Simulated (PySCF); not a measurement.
## Radial density of Os³²⁺ (osmium, charge +32)

UHF, [Kr] 4d8, high-spin 3F determinant. All numbers are calculated (PySCF 2.14, the non-relativistic Hamiltonian (point nucleus), in an uncontracted even-tempered set (18 s from 2.8 bohr⁻², ratio 2.5; 12 p from 3.6 bohr⁻², ratio 2.5; 9 d from 3.6 bohr⁻², ratio 2.5; 4 f from 19 bohr⁻², ratio 2.7; 3 g from 28 bohr⁻², ratio 2.7)).

| r (bohr) | 4πr²ρ (e/bohr) | 4πr²(ρα − ρβ) |
| --- | --- | --- |
| 0.000317 | 0.3797 | 0.0000 |
| 0.000534 | 1.039 | 0.0000 |
| 0.000898 | 2.782 | 0.0000 |
| 0.00151 | 7.172 | 0.0000 |
| 0.00254 | 17.35 | -0.0001 |
| 0.00427 | 37.77 | -0.0002 |
| 0.00719 | 68.92 | -0.0004 |
| 0.0121 | 95.13 | 0.0000 |
| 0.0203 | 93.08 | 0.0076 |
| 0.0342 | 97.74 | 0.0915 |
| 0.0575 | 135.9 | 0.6749 |
| 0.0968 | 112.4 | 2.1942 |
| 0.163 | 122.5 | 1.0357 |
| 0.274 | 51.94 | 1.9744 |
| 0.461 | 48.89 | 5.6541 |
| 0.775 | 3.079 | 0.3711 |
| 1.30 | 0.006024 | 0.0008 |

A non-relativistic calculation at this Z misses sizeable relativistic shifts. Spin-orbit coupling is strong in this species (close to jj coupling), so the high-spin LS determinant is a model state, not a physical level.
